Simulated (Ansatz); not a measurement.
Input file for Ansatz (a first-principles code): R-B3LYP/def2-TZVPPD on CH4O2 (a complex), monomers drawn apart or pushed together. Files ending in .json are basis or fitting sets from the Basis Set Exchange.

Ansatz 0.2 input:
```yaml
crystal:
  periodic: [false, false, false]
  atoms:
    - {symbol: O, position_ang: [-0.15034444, 0.43763072, -0.11457981]}
    - {symbol: H, position_ang: [0.49207440, 0.16848233, -0.77929745]}
    - {symbol: H, position_ang: [-0.52355021, -0.38205229, 0.22990852]}
    - {symbol: C, position_ang: [-0.01189187, 0.51952089, 3.11819410]}
    - {symbol: O, position_ang: [-0.41578897, -0.60102021, 3.27889724]}
    - {symbol: H, position_ang: [1.06760912, 0.75945433, 3.11938989]}
    - {symbol: H, position_ang: [-0.69397797, 1.37504534, 2.96679430]}
basis:
  gaussian:
    orbitals: def2-TZVPPD.json
hamiltonian:
  xc: {name: B3LYP}
scf: {lower_state_search: off}
```

Program output:

```
WARN ansatz: RAYON_NUM_THREADS=1 ignored (pool sized by the plan → 1); use --threads N
Functional definition: B3LYP
these checks for a lower state are left out or cut short: stability, starts, cluster_reference, orbital_swaps, neighbouring_geometries, increment
integrals: 0.06 GiB planned
778 factors; their error is unknown
mean field: 0.64 GiB planned
mean field evaluation 1: about -5190.2749 eV, gradient 6.9e1 eV
mean field evaluation 2: about -5171.7267 eV, gradient 1.2e2 eV
mean field evaluation 4: about -5197.9937 eV, gradient 9.4e0 eV
mean field evaluation 8: about -5198.1439 eV, gradient 4.5e-1 eV
mean field evaluation 16: about -5198.1441 eV, gradient 8.8e-7 eV
mean field -5198.14414216 eV, -191.0282737956 hartree, gradient 4.1e-6 eV, S^2 0.000000; 0 other end points of the search recorded, 0 dependent functions left out
reference -5198.14442192 eV, -191.0282840767 hartree; 13, 13 occupied and 172, 172 virtual orbitals, 778 factors
Total energy: -5198.14442192 eV, -191.0282840767 hartree
Checks for a lower state left out: stability, starts, cluster_reference, orbital_swaps, neighbouring_geometries, increment
```

The calculation finished and met its thresholds.

Cost: around 1.8 core-seconds (rough).
